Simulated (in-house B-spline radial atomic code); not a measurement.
Hg. Computed with a B-spline radial atomic code. Model: non-relativistic spherical atom: semilocal Troullier-Martins pseudo-atom, one channel per l, against all electrons, high spin, G0W0 and RPA with empty states to l = 8, local potential for every l without a channel, a model core (radius 0 = none) keeps its share of the functional.

The core holds an angular momentum without a channel of its own, so the local potential lets valence electrons into it.

Without relativity these are model numbers for so heavy an element.

What the tables leave out is listed at the end.

The pseudopotential gives back the lowest level of each angular momentum of its own functional in the configuration it was made in; a second state of the same l is only approximately right. Exact exchange, RPA and GW see the smooth pseudo-orbitals and miss the exchange with the core, for which the functional's share stands in. The column with an uncorrelated core keeps all orbitals and exact exchange, and so separates missing core correlation from pseudisation. Only the three outermost levels and the lowest empty one were computed. RPA here is direct RPA, with no exchange kernel, and its energies carry an (l + 1/2)⁻⁴ tail. A hybrid on a potential with a model core restores only its own semilocal share of the core's exchange.

Command:
```bash
python run_psgw.py task.json out
```
Settings (lengths in bohr, energies in hartree):
```
Z                      80
electrons              80
configuration          [Xe] 4f14 5d10 6s2
generated_in           [Xe] 4f14 5d10 6s2
functional             pbe,pbe
core_shells            13
radius_factor          0.9
core_correction        False
ion_configuration      [Xe] 4f14 5d10 6s1
```

Run time, properties included: 94 s on 1 thread of Arm Neoverse N1 (shared host).

Given: made with PBE; model core radius 0 bohr; local radius 2.408 bohr; mean-field start PBE.

Valence shells of the generating configuration: 6s.

Channel: s 2.282, p 3.119 (radii in bohr).

Computed: largest level miss in the spin-unpolarised generating configuration 0 eV; valence RPA correlation energy all-electron orbitals -0.060856 hartree; all-electron RPA polarisability, core included 46.723 bohr³; pseudo-atom RPA polarisability 46.009 bohr³; ionisation by mean-field all-electron 8.4685 eV; ionisation by RPA all-electron 8.7977 eV; ionisation by RPA pseudo minus all -0.19 eV.

| level | occupied | mean-field all-electron (eV) | mean-field pseudo minus all (eV) | G0W0 all-electron (eV) | G0W0 uncorrelated core minus all (eV) | G0W0 pseudo minus all (eV) | exchange self-energy all-electron (eV) | exchange self-energy pseudo (eV) |
| --- | --- | --- | --- | --- | --- | --- | --- | --- |
| 6s | 1 | -5.2934 | 0 | -8.4968 | 0.761 | 0.29 | -11.23 | -7.9024 |

(1) What is the valence RPA correlation energy pseudo?

(2) What is the ionisation by mean-field pseudo minus all?

Given: mean-field start PBE0.

Computed: valence RPA correlation energy pseudo -0.062543 hartree; all-electron RPA polarisability, core included 41.943 bohr³; pseudo-atom RPA polarisability 40.283 bohr³; ionisation by mean-field all-electron 8.2005 eV; ionisation by RPA all-electron 8.6266 eV; ionisation by RPA pseudo minus all -0.2 eV.

```
level  occupied  mean-field all-electron (eV)  mean-field pseudo minus all (eV)  G0W0 all-electron (eV)  G0W0 uncorrelated core minus all (eV)  G0W0 pseudo minus all (eV)  exchange self-energy all-electron (eV)  exchange self-energy pseudo (eV)
   6s         1                       -5.9374                            -0.064                 -8.5293                                  0.778                       0.234                                  -11.02                           -7.8828
```

(3) What is the valence RPA correlation energy all-electron orbitals?

(4) What is the ionisation by mean-field pseudo minus all?

Given: mean-field start Hartree-Fock.

Computed: valence RPA correlation energy all-electron orbitals -0.03673 hartree; valence RPA correlation energy pseudo -0.043715 hartree; pseudo-atom RPA polarisability 31.599 bohr³; ionisation by mean-field pseudo minus all 0.447 eV; ionisation by RPA all-electron 8.2052 eV; ionisation by RPA pseudo minus all -0.115 eV.

```json
{"level": "6s", "occupied": "1", "mean-field all-electron (eV)": "-7.1034", "mean-field pseudo minus all (eV)": "-0.385", "G0W0 all-electron (eV)": "-8.4113", "G0W0 uncorrelated core minus all (eV)": "0.69", "G0W0 pseudo minus all (eV)": "0.154", "exchange self-energy all-electron (eV)": "-10.063", "exchange self-energy pseudo (eV)": "-7.7515"}
```

(5) What is the all-electron RPA polarisability, core included?

(6) What is the ionisation by mean-field all-electron?

Answers

(1) -0.072992 hartree.

(2) -0.405 eV.

(3) -0.052339 hartree.

(4) -0.142 eV.

(5) 37.402 bohr³.

(6) 6.8138 eV.

Among the listed levels the largest G0W0 shift of the pseudo-atom is +0.29 eV, for 6s on the PBE start, while leaving the core uncorrelated moves that level by +0.76 eV. The rest, -0.47 eV, comes from pseudisation and the lost core exchange. Not in the tables (levels of low weight, unsolved or above zero; the highest and the empty levels are kept at any weight): on PBE the G0W0 levels 6p (pseudo minus all -0.18 eV, weights 0.86 and 0.90); on PBE0 the G0W0 levels 6p (pseudo minus all -0.09 eV, weights 0.91 and 0.93).
